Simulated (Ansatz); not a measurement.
H₆Cl₂GeO₂Si₂, singlet, at a GFN2-xTB geometry, with bond 10-1 at 1.8 times its length; SC-NEVPT2/STO-3G, CASSCF(4,3) (Ansatz, a quantum-chemistry and plane-wave program).

Input for Ansatz:
Ansatz 0.2 input:
```yaml
crystal:
  periodic: [false, false, false]
  atoms:
    - {symbol: Si, position_ang: [-2.45726848, 0.81068196, 1.43302429]}
    - {symbol: O, position_ang: [-0.95639615, 0.46139677, 0.89008840]}
    - {symbol: Ge, position_ang: [0.04143693, -0.26994104, -0.29825632]}
    - {symbol: Cl, position_ang: [-0.14708241, -2.33606515, -0.21910777]}
    - {symbol: Cl, position_ang: [-0.37053623, 0.54904168, -2.16831556]}
    - {symbol: O, position_ang: [1.65493364, 0.11039112, 0.12812185]}
    - {symbol: Si, position_ang: [2.58796440, 1.15613093, 0.97626754]}
    - {symbol: H, position_ang: [-3.16269164, -0.44868779, 1.67071115]}
    - {symbol: H, position_ang: [-3.13921212, 1.60647630, 0.41216068]}
    - {symbol: H, position_ang: [-1.90382208, 2.15010565, 3.62391107]}
    - {symbol: H, position_ang: [2.09830263, 1.24238898, 2.35211520]}
    - {symbol: H, position_ang: [2.52730821, 2.46140286, 0.31553073]}
    - {symbol: H, position_ang: [3.88158352, 0.49144188, 0.85392965]}
basis:
  gaussian:
    orbitals: STO-3G
magnetization: {spin_polarized: false}
correlation: {method: sc_nevpt2, electrons: all, active_space: {window: {electrons: 4, orbitals: 3}}}
```

What the program printed (banner, timings and long lists left out):

```
Functional definition: HF
801 factors; integrals over basis functions are off by at most 3.0e-5 eV
mean field evaluation 1: about -100221.5480 eV, gradient 3.2e1 eV
mean field evaluation 2: about -100221.6339 eV, gradient 3.2e1 eV
mean field evaluation 4: about -100227.1607 eV, gradient 2.5e0 eV
mean field evaluation 8: about -100227.1962 eV, gradient 3.9e-2 eV
mean field -100227.19618276 eV, -3683.2815232829 hartree, gradient 1.5e-6 eV, S^2 0.000000; 0 other end points of the search recorded, 0 dependent functions left out; unrestricted orbitals would lower it
reference -100227.19618276 eV, -3683.2815232829 hartree; 58, 58 occupied and 12, 12 virtual orbitals, 801 factors
state -100229.89268551 eV, -3683.3806179311 hartree
state -100229.89268551 eV, -3683.3806179311 hartree; corrected -100234.97668836 eV, -3683.5674515899 hartree
Total energy: -100234.97668836 eV, -3683.5674515899 hartree
```
